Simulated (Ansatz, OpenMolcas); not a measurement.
How basis sets differ on GeSiH4F (SMILES F[SiH][GeH3])

GeSiH4F: 7 atoms, total charge 0, spin state doublet. SMILES: `F[SiH][GeH3]`. The coordinates come from a PBE0-D4/def2-TZVP relaxation.

Quantity: the dipole moment, in D. The values are calculated.

```json
{"level": "ROHF/ANO-R0 (sfX2C)", "kind": "Hartree–Fock", "program": "OpenMolcas", "value (D)": "1.71", "CPU time": "7.6 s"}
{"level": "UHF/STO-3G", "kind": "Hartree–Fock", "program": "OpenMolcas", "value (D)": "1.21", "CPU time": "3.4 s"}
{"level": "UHF/3-21G", "kind": "Hartree–Fock", "program": "Ansatz", "value (D)": "1.93", "CPU time": "1.6 s"}
{"level": "ROHF/6-31G", "kind": "Hartree–Fock", "program": "OpenMolcas", "value (D)": "2.45", "CPU time": "3.2 s"}
{"level": "UHF/def2-SVP", "kind": "Hartree–Fock", "program": "Ansatz", "value (D)": "1.57", "CPU time": "5.1 s"}
{"level": "UHF/def2-SVPD", "kind": "Hartree–Fock", "program": "OpenMolcas", "value (D)": "1.44", "CPU time": "33 s"}
```

All-electron rows without a relativistic Hamiltonian named are non-relativistic. The values span 1.21 to 2.45 D. Magnitudes only. Sets without polarisation functions give poor dipoles. Times are those of the runs behind each value, whatever else they computed, on shared processors of several kinds: orders of magnitude only.
